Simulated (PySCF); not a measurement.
# Relaxation of singlet TaSCl₃

Level of theory: PySCF, PBE, basis Ta def2-SVP with ECP60, S def2-SVP, Cl def2-SVP (scalar-relativistic core potentials, no spin–orbit coupling, density fitting). A (50,194) grid was used.

A hand-made tetrahedral start, of C3v symmetry, held to at least that symmetry:

```xyz
5
charge 0 multiplicity 1, angstrom
Ta    0.0000   -0.0394   -0.0279
S     0.0000   -1.8355   -1.2983
Cl    2.0004   -0.0396    1.3866
Cl   -2.0004   -0.0396    1.3866
Cl    0.0000    1.9613   -1.4421
```

Problem. What does it relax to?

Solution. It ends at C3v with Ta–Cl 2.297 Å (×3), Ta–S 2.163 Å; Cl–Ta–Cl 111.4° (×3), Cl–Ta–S 107.4° (×3) (after a last refinement on a finer grid). The frequency run here used a shortcut that can spoil soft modes, so no verdict on minimum or saddle point is given. Other isomers or separated fragments may lie lower.

Problem. How much energy is released, and in how many steps?

Solution. 55.1 kJ/mol in 6 steps.

Spin–orbit coupling, left out here, can matter for elements this heavy.
